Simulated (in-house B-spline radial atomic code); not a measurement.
F²⁺. Computed with a B-spline radial atomic code. Model: all-electron spherical atom, spin shells full or empty, radial basis limit, no spin-orbit coupling: exact exchange with a local potential (Slater, KLI or optimised effective potential, whose far tail is KLI's), no correlation.

Exchange potential has not reached -1/r at the last radius.

The run also made RPA and GW results, which its time includes.

The Slater potential averages the orbital exchange potentials with the orbital densities as weights, KLI adds orbital constants, and the optimised effective potential minimises the exact-exchange energy among local potentials. So their energies lie above Hartree-Fock in the order OEP, KLI, Slater. All fall off as −1/r, unlike LDA and GGA exchange.

Command:
```bash
python run_gw.py task.json out
```
Settings (nuclear radius in fm, other lengths in bohr, energies in hartree):
```
Z                      9
electrons              7
configuration          [He] 2s2 2p3
hamiltonian            x2c
method                 kli
lmax                   9
rms_radius             2.8976
spin_polarised         True
box_radius             17.55
intervals              105
```

Run time, properties included: 2.7 s on 1 thread of Intel(R) Xeon(R) Platinum 8488C (Sapphire Rapids), with other jobs on the host.

Given: hamiltonian one-electron scalar X2C; mean-field start exchange-only KLI.

Computed: energy above Hartree-Fock 1.7319 millihartree.

```csv
radius (bohr),r times exchange potential up (hartree bohr),r times exchange potential down (hartree bohr)
0.00556,-0.040349,-0.042511
0.00661,?,?
0.00786,-0.056928,-0.059984
0.00934,-0.067543,-0.071173
0.0111,-0.080103,-0.084415
0.0132,-0.094978,-0.1001
0.0157,-0.11252,-0.11861
0.0187,-0.13328,-0.14053
0.0222,-0.15707,-0.16566
0.0264,-0.18492,-0.19511
0.0314,-0.217,-0.22909
0.0374,-0.25383,-0.26817
0.0445,-0.29489,-0.31186
0.0529,-0.3398,-0.35982
0.0629,-0.38795,-0.41155
0.0748,-0.43783,-0.46556
0.0889,-0.48688,-0.5194
0.106,-0.5329,-0.57103
0.126,-0.5702,-0.61468
0.15,-0.59545,-0.64709
0.178,-0.60449,-0.66292
0.212,-0.59733,-0.65764
0.252,-0.58422,-0.6252
0.299,-0.59435,-0.56149
0.356,-0.66254,-0.48233
0.423,-0.78439,-0.47106
0.503,?,?
0.599,-1.0728,-0.67527
0.712,-1.1961,-0.77298
0.847,-1.2875,-0.85243
1.01,-1.3364,-0.91379
1.2,-1.3399,-0.95514
1.42,-1.3082,-0.97958
1.69,-1.2535,-0.99248
2.01,-1.1922,-0.99779
2.4,-1.1344,-0.99952
2.85,-1.0891,-0.99992
```

(1) What belongs in the row 0.00661?

(2) What belongs in the row 0.503?

```
occupied  level (hartree)  Hartree-Fock level (hartree)
   1s up          -26.497                       -28.194
 1s down                ?                             ?
   2s up          -3.0482                       -3.2415
 2s down          -2.6012                       -2.6023
   2p up          -2.3469                       -2.3476
```

(3) What belongs in the row 1s down?

```
  empty  level (hartree)
2p down          -1.9022
  3s up          -0.8838
3s down         -0.80031
  3p up                ?
3p down         -0.65734
  3d up         -0.56799
3d down         -0.50907
  4s up                ?
4s down         -0.39398
```

(4) What belongs in the row 3p up?

(5) What belongs in the row 4s up?

## Answers

(1) r times exchange potential up (hartree bohr): -0.04793; r times exchange potential down (hartree bohr): -0.0505.

(2) r times exchange potential up (hartree bohr): -0.9293; r times exchange potential down (hartree bohr): -0.56084.

(3) level (hartree): -26.713; Hartree-Fock level (hartree): -28.016.

(4) level (hartree): -0.73011.

(5) level (hartree): -0.41832.

The highest level, 2p up, differs from Hartree-Fock by +0.019 eV and the deepest, 1s down, by +35.5 eV: a local potential can match the highest level but can't give each shell its own exchange.
